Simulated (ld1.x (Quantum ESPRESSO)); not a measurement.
**Zn: excitation energies, all-electron against RRKJ**

| Quantity | Value |
| --- | --- |
| Element | zinc |
| Generator | ld1.x (Quantum ESPRESSO) 7.5 |
| Type | norm-conserving RRKJ (Kleinman–Bylander form) |
| Functional | PW91 |
| Relativity | scalar-relativistic |
| Frozen core | [Ar] |
| Valence charge | 12 |
| Reference configuration | 3d10 4s1.75 4p0.25 |
| Partial waves | 4p (bound): rc 1.95 bohr; 3d (bound): rc 0.80 bohr; 4s (bound): rc 1.60 bohr |
| Local potential | the s channel |
| Core correction | none |
| rho0 | 0.01 |

Energies are relative to the spin-unpolarised reference configuration 3d10 4s1.75 4p0.25; without spin polarisation the order of configurations can differ from experiment.

Problem. Give the all-electron excitation energy and the error of the potential for: 3d10 4s2 4p0; 3d10 4s1 4p0; 3d10 4s0 4p0; 3d8 4s0 4p0; 3d10 4s1 4p1; 3d10 4s0 4p2; 3d10 4s0 4p1.

Solution.

```
valence configuration  charge  ΔE all-electron (eV)  error AE − PS (meV)
         3d10 4s2 4p0       0                -1.230                 +0.1
         3d10 4s1 4p0      +1                 8.732                 -2.3
         3d10 4s0 4p0      +2                27.243                 +6.4
          3d8 4s0 4p0      +4               129.840                -1884
         3d10 4s1 4p1       0                 3.887                 -0.2
         3d10 4s0 4p2       0                 9.390                 +0.8
         3d10 4s0 4p1      +1                15.086                 -0.5
```

Levels in the configuration 3d10 4s2 4p0:

```json
{"level": "3d", "all-electron (eV)": "-10.225", "pseudo (eV)": "-10.233"}
{"level": "4s", "all-electron (eV)": "-6.046", "pseudo (eV)": "-6.045"}
```

ld1.x printed “convergence not achieved” for 3 of the counted tests; their residual had stalled under 1e-8, short of the target of 1e-14.
